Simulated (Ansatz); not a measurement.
Ansatz (a quantum-chemistry and plane-wave program) job for CH₃Cl₂Si, SMILES C[Si](Cl)Cl, multiplicity 2, PBE-D3(BJ)/def2-SVP. 

Ansatz 0.2 input:
```yaml
crystal:
  periodic: [false, false, false]
  atoms:
    - {symbol: C, position_ang: [0.25391897, 2.02827536, 0.00000000]}
    - {symbol: Si, position_ang: [-0.51432616, 0.32136297, 0.00000000]}
    - {symbol: Cl, position_ang: [0.13044777, -0.69910158, 1.68670864]}
    - {symbol: Cl, position_ang: [0.13044777, -0.69910158, -1.68670865]}
    - {symbol: H, position_ang: [1.35144001, 1.92976454, -0.00000000]}
    - {symbol: H, position_ang: [-0.05480590, 2.58547768, 0.89671105]}
    - {symbol: H, position_ang: [-0.05480590, 2.58547768, -0.89671107]}
basis:
  gaussian:
    orbitals: def2-SVP
hamiltonian:
  xc: pbe
  dispersion: d3bj
magnetization: {spin_polarized: true, initial_magnetization: 1}
relax: {f_tol: 0.002, max_steps: 200}
```

Log of the run:

```
WARN ansatz: RAYON_NUM_THREADS=1 ignored (pool sized by the plan → 1); use --threads N
Functional definition: PBE
integrals: 0.03 GiB planned
918 factors; their error is unknown
mean field: 0.24 GiB planned
mean field evaluation 1: about -33976.7770 eV, gradient 3.7e1 eV
mean field evaluation 2: about -33963.5676 eV, gradient 5.5e1 eV
mean field evaluation 4: about -33983.6081 eV, gradient 3.7e0 eV
mean field evaluation 8: about -33983.6865 eV, gradient 3.5e-2 eV
mean field evaluation 16: about -33983.6230 eV, gradient 2.7e-5 eV
mean field -33983.62299297 eV, -1248.8751100647 hartree, gradient 2.6e-5 eV, S^2 0.751418; 0 other end points of the search recorded, 0 dependent functions left out
the calculation of the forces begins
reference -33983.62302359 eV, -1248.8751111900 hartree; 29, 28 occupied and 54, 55 virtual orbitals, 918 factors
relax step   1: F+E_penalty+E_count = -33983.81860644 eV  Δ(F+E_penalty+E_count) = +0.000e0 eV  max|allowed force component| = 3.149e-1 eV/Å  Δτ_max = 0.0000 Å  (30 SCF iters, accepted)
these checks for a lower state are left out or cut short: starts, cluster_reference, orbital_swaps, neighbouring_geometries, increment
integrals: 0.03 GiB planned
918 factors; their error is unknown
mean field: 0.24 GiB planned
mean field -33983.63430779 eV, -1248.8755258767 hartree, gradient 1.3e-5 eV, S^2 0.751446; 0 other end points of the search recorded, 0 dependent functions left out
the calculation of the forces begins
reference -33983.63433841 eV, -1248.8755270019 hartree; 29, 28 occupied and 54, 55 virtual orbitals, 918 factors
relax step   2: F+E_penalty+E_count = -33983.82884605 eV  Δ(F+E_penalty+E_count) = -1.024e-2 eV  max|allowed force component| = 9.394e-2 eV/Å  Δτ_max = 0.0182 Å  (32 SCF iters, accepted)
these checks for a lower state are left out or cut short: starts, cluster_reference, orbital_swaps, neighbouring_geometries, increment
integrals: 0.03 GiB planned
918 factors; their error is unknown
mean field: 0.24 GiB planned
mean field evaluation 32: about -33983.6353 eV, gradient 1.4e-5 eV
mean field -33983.63525731 eV, -1248.8755607708 hartree, gradient 1.4e-5 eV, S^2 0.751457; 0 other end points of the search recorded, 0 dependent functions left out
the calculation of the forces begins
reference -33983.63528794 eV, -1248.8755618963 hartree; 29, 28 occupied and 54, 55 virtual orbitals, 918 factors
relax step   3: F+E_penalty+E_count = -33983.82966343 eV  Δ(F+E_penalty+E_count) = -8.174e-4 eV  max|allowed force component| = 3.988e-2 eV/Å  Δτ_max = 0.0063 Å  (32 SCF iters, accepted)
these checks for a lower state are left out or cut short: starts, cluster_reference, orbital_swaps, neighbouring_geometries, increment
integrals: 0.03 GiB planned
918 factors; their error is unknown
mean field: 0.25 GiB planned
mean field -33983.63538069 eV, -1248.8755653049 hartree, gradient 1.1e-5 eV, S^2 0.751457; 0 other end points of the search recorded, 0 dependent functions left out
the calculation of the forces begins
reference -33983.63541132 eV, -1248.8755664305 hartree; 29, 28 occupied and 54, 55 virtual orbitals, 918 factors
relax step   4: F+E_penalty+E_count = -33983.82970824 eV  Δ(F+E_penalty+E_count) = -4.481e-5 eV  max|allowed force component| = 6.855e-3 eV/Å  Δτ_max = 0.0019 Å  (25 SCF iters, accepted)
these checks for a lower state are left out or cut short: starts, cluster_reference, orbital_swaps, neighbouring_geometries, increment
integrals: 0.03 GiB planned
918 factors; their error is unknown
mean field: 0.24 GiB planned
mean field -33983.63535237 eV, -1248.8755642640 hartree, gradient 4.7e-5 eV, S^2 0.751457; 0 other end points of the search recorded, 0 dependent functions left out
the calculation of the forces begins
reference -33983.63538299 eV, -1248.8755653896 hartree; 29, 28 occupied and 54, 55 virtual orbitals, 918 factors
relax step   5: F+E_penalty+E_count = -33983.82971337 eV  Δ(F+E_penalty+E_count) = -5.130e-6 eV  max|allowed force component| = 2.160e-3 eV/Å  Δτ_max = 0.0007 Å  (22 SCF iters, accepted)
these checks for a lower state are left out or cut short: starts, cluster_reference, orbital_swaps, neighbouring_geometries, increment
integrals: 0.03 GiB planned
918 factors; their error is unknown
mean field: 0.24 GiB planned
mean field -33983.63533683 eV, -1248.8755636932 hartree, gradient 6.0e-5 eV, S^2 0.751457; 0 other end points of the search recorded, 0 dependent functions left out
the calculation of the forces begins
reference -33983.63536746 eV, -1248.8755648188 hartree; 29, 28 occupied and 54, 55 virtual orbitals, 918 factors
relax step   6: F+E_penalty+E_count = -33983.82971422 eV  Δ(F+E_penalty+E_count) = -8.464e-7 eV  max|allowed force component| = 2.621e-4 eV/Å  Δτ_max = 0.0008 Å  (22 SCF iters, accepted)
integrals: 0.03 GiB planned
918 factors; their error is unknown
mean field: 0.24 GiB planned
mean field evaluation 64: about -33983.6353 eV, gradient 1.1e-2 eV
mean field -33983.63533683 eV, -1248.8755636932 hartree, gradient 6.0e-5 eV, S^2 0.751457; 1 other end points of the search recorded, 0 dependent functions left out
the calculation of the forces begins
reference -33983.63536746 eV, -1248.8755648188 hartree; 29, 28 occupied and 54, 55 virtual orbitals, 918 factors
Total energy: -33983.82974485 eV, -1248.8827080560 hartree
Atom 0 at     0.254593     2.034344    -0.000000 Å, force     0.000212     0.000262    -0.000000 eV/Å
Atom 1 at    -0.524040     0.314231    -0.000000 Å, force     0.000007     0.000078     0.000000 eV/Å
Atom 2 at     0.132388    -0.708088     1.703482 Å, force     0.000022    -0.000058    -0.000079 eV/Å
Atom 3 at     0.132388    -0.708088    -1.703482 Å, force     0.000022    -0.000058     0.000079 eV/Å
Atom 4 at     1.359652     1.930725    -0.000000 Å, force    -0.000227    -0.000111    -0.000000 eV/Å
Atom 5 at    -0.056332     2.594516     0.903749 Å, force    -0.000018    -0.000057    -0.000082 eV/Å
Atom 6 at    -0.056332     2.594516    -0.903749 Å, force    -0.000018    -0.000057     0.000082 eV/Å
Dipole moment:    -0.019264     0.420921    -0.000000 e Å
```

The calculation finished and met its thresholds.
